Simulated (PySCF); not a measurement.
Level of theory: PBE-D3(BJ)/def2-TZVP // CAM-B3LYP-D3(BJ)/def2-TZVP (PySCF). Isolated molecules, 0 K electronic values unless said otherwise. One relaxed conformer stands for a flexible species; it need not be the lowest. 

Reference species (SMILES): `[SH][In]([SH])[OH]` (neutral, multiplicity 1).

```yaml
HOMO: -6.41 eV
S1 oscillator strength: 0.000
HOMO–LUMO gap: 3.83 eV
```

Changed species: `[OH][In]([OH])[SH]` (1 of 3 OH replaced by SH; the reference has 2 of 3 OH replaced by SH).

Q: Predict the effect on the HOMO, S1 oscillator strength and HOMO–LUMO gap.

A: the HOMO falls by 0.15 eV, to -6.56 eV; the S1 oscillator strength hardly moves; the HOMO–LUMO gap goes up by 0.04 eV, to 3.87 eV.
